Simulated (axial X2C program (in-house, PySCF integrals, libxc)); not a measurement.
**How long does In₂ take?**

A bond scan computed with an in-house relativistic program for diatomic molecules. Basis: In dyall-cv3z [11s12p9d4f1g] (cores contracted in-house).

Input:
```json
{
 "zs": [
  49,
  49
 ],
 "q": 0,
 "bas": [
  "dyall-cv3z",
  "dyall-cv3z"
 ],
 "levels": [
  "PBE0",
  "HF",
  "PBE50"
 ],
 "cc": true,
 "r0": 2.84,
 "thr": -1.0,
 "nmax": 90,
 "npts": 10,
 "nst": 2,
 "ntry": 6
}
```
```bash
python so2c.py task.json out
```

Keys: zs atomic numbers; q charge; bas basis sets; levels methods; cc coupled cluster on or off; r0 starting distance in Å; thr threshold in hartree for freezing inner shells (an s shell follows its p shell); nmax most natural virtual spinors; npts points on the curve; nst determinants followed; ntry starts of the search. HF also brings MP2.

Hardware: 1 thread of Arm Neoverse V1 (shared host).

Wall time of one point of each curve, integrals apart:

```
Hamiltonian                               level  points  seconds a point
  spin-free                                PBE0      10              1.3
  spin-free                                  HF      10                1
  spin-free  CCSD(T) (6 electrons, 90 virtuals)       7              2.9
  spin-free                               PBE50      10              1.3
         2c                                PBE0      10              2.2
         2c                                  HF      10              2.4
         2c  CCSD(T) (6 electrons, 90 virtuals)       7              5.4
         2c                               PBE50      10              2.5
```

The rest:

Search with its distance optimisation 69 s, atoms 4.6 s, whole task 250 s. Coupled cluster runs on the points near the minimum only. The program drops outer points, and coupled cluster, when its time limit (not in the input) nears; MP2, further determinants and curves that did not converge are not in the table.
